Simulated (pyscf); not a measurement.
**Cl–SnH₂–SnH₃, singlet**

Gas-phase minimum from PySCF at ωB97X-D3(BJ)/def2-SVP, one conformer. 

SMILES: [Cl][SnH2][SnH3]
```xyz
8

Cl     0.0594     0.3864     2.3733
Sn    -1.5257    -0.1522     0.7081
Sn    -0.1336     0.1372    -1.6046
H     -2.8112     0.9467     0.9355
H     -2.0342    -1.7410     1.0666
H      0.3977     1.7517    -1.7303
H      1.2106    -0.9098    -1.5719
H     -1.1104    -0.2414    -2.9541
```
Charge 0, spin multiplicity 1.

Bonded distances (Å): Cl1–Sn2 2.361, Sn2–Sn3 2.715, Sn2–H4 1.706, Sn2–H5 1.706, Sn3–H6 1.704, Sn3–H7 1.704, Sn3–H8 1.708. Angles (°): Cl1–Sn2–Sn3 103.4, Cl1–Sn2–H4 105.4, Cl1–Sn2–H5 105.3, Sn3–Sn2–H4 115.5, Sn3–Sn2–H5 115.5, H4–Sn2–H5 110.3, Sn2–Sn3–H6 108.9, Sn2–Sn3–H7 108.8, Sn2–Sn3–H8 110.9, H6–Sn3–H7 109.7, H6–Sn3–H8 109.3, H7–Sn3–H8 109.3.

Properties at ωB97X-D3(BJ)/def2-SVP:

* **Harmonic wavenumbers, unscaled**: 62, 68, 208, 291, 380, 395, 438, 547, 627, 696, 747, 753, 755, 1968, 1977, 1978, 1985, 1987 cm⁻¹
* **Zero-point energy**: 22.7 kcal/mol
* **Rotational symmetry number**: 1
* **Entropy of this conformer at 298 K and 1 atm, rigid rotor and harmonic oscillator, modes under 100 cm⁻¹ raised to 100**: 366.2 J/(mol K)
* **Dipole moment**: 2.80 D

Single-point totals, which compare only within one level:

```tsv
level	total energy (hartree)
ωB97X-D3(BJ)/def2-TZVP	-892.03118
PBE/def2-TZVP	-891.63473
r²SCAN/def2-TZVP	-891.97267
B3LYP-D3(BJ)/def2-TZVP	-892.02612
PBE0-D3(BJ)/def2-TZVP	-891.70668
M06-2X/def2-TZVP	-891.67359
ωB97M-D3(BJ)/def2-TZVP	-891.96739
```

Soft torsions are taken as harmonic, which can shift the entropy by several J/(mol K). Elements past Kr carry the def2 core potentials, without spin-orbit coupling.
